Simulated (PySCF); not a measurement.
Delta-SCF ions had no search for a lower state. Excitations are Tamm–Dancoff values on a coarser integration grid. The basis has no diffuse functions, so Rydberg states are missing or too high.

Cartesian coordinates (Å):
SMILES: [F][Al]([F])[Br]
```xyz
4

F     -0.9361     1.4332    -0.0051
Al    -0.1389     0.0037    -0.0008
F     -1.0102    -1.3820    -0.0065
Br     2.0852    -0.0549     0.0125
```
Charge 0, multiplicity 1.

Task: Estimate the dipole moment, total energy, LUMO, vertical ionisation energy (Delta-SCF) and S1–T1 gap (TDA) that PBE-D3(BJ)/def2-TZVP // B3LYP-D3(BJ)/def2-TZVP in PySCF returns for this input.

Result: 
- dipole moment = 0.68 D
- total energy = -3015.8826 Ha
- LUMO = -2.38 eV
- vertical ionisation energy (Delta-SCF) = 11.55 eV
- S1–T1 gap (TDA) = 0.27 eV
